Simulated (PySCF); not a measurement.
B3LYP has the VWN-RPA correlation part, as in Gaussian. Excitations are Tamm–Dancoff values on a coarser integration grid. The basis has no diffuse functions, so Rydberg states are missing or too high.

Cartesian coordinates (Å):
SMILES: C1C(S)=C1
```xyz
8

S      2.1132     0.4810    -0.0111
C      0.4104     0.3601     0.0183
C     -0.7466     0.9336     0.0885
C     -0.7642    -0.5604    -0.0257
H      2.3520    -0.8354    -0.1172
H     -1.3415     1.8249     0.1702
H     -1.0324    -1.0320    -0.9731
H     -0.9910    -1.1719     0.8499
```
Charge 0, multiplicity 1.

### Question
What S1–T1 gap (TDA), HOMO–LUMO gap and LUMO does B3LYP-D3(BJ)/def2-TZVP // PBE0-D3(BJ)/def2-TZVP (PySCF 2.14.0) give?

### Answer

| Item | Value |
|---|---|
| S1–T1 gap (TDA) | 1.11 eV |
| HOMO–LUMO gap | 6.21 eV |
| LUMO | -0.02 eV |
